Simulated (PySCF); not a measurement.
# Shapes and spin states of CoON

Method: PySCF, PBE0, basis Co def2-TZVP, O def2-TZVP, N def2-TZVP (no relativity, density fitting).

Relaxations began from a few typed shapes and spin states; open shells are unrestricted. The search is not exhaustive: other isomers or separated fragments can lie lower, and high-lying points may rest on an excited occupation.

Order these stationary points by electronic energy, lowest first, in kJ/mol from the lowest minimum.
A. broken-symmetry Ms = 1 (⟨S²⟩ 3.62) Cs: Co–N 1.798 Å, Co–O 1.623 Å; N–Co–O 167.9°
B. singlet (closed shell, unstable to spin polarisation) C∞v: Co–N 1.486 Å, Co–O 1.597 Å; N–Co–O 180.0°
C. singlet (closed shell, unstable to spin polarisation) Cs: Co–N 1.487 Å, Co–O 1.578 Å; N–Co–O 140.6°
D. broken-symmetry Ms = 2 (⟨S²⟩ 6.73) C∞v: Co–N 1.797 Å, Co–O 1.709 Å; N–Co–O 180.0°
E. broken-symmetry Ms = 0 (⟨S²⟩ 1.70) Cs: Co–N 1.629 Å, Co–O 1.586 Å; N–Co–O 120.7°

A (0.0), E (40.6), D (71.2), C (83.2), B (99.9).

Which of them are minima?

By energy in kJ/mol, 0.0: minimum; 40.6: minimum; 71.2: minimum; 83.2: minimum of the closed-shell surface only; 99.9: saddle point, 2 imaginary modes.

For the lowest minimum: the determinant is spin-contaminated (⟨S²⟩ = 3.62, pure value 2.00). With open d or f shells other occupations or spin states may lie lower.

The electron or spin density has lower symmetry than the nuclear frame for the broken-symmetry Ms = 2 (⟨S²⟩ 6.73) C∞v at 71.2 kJ/mol.
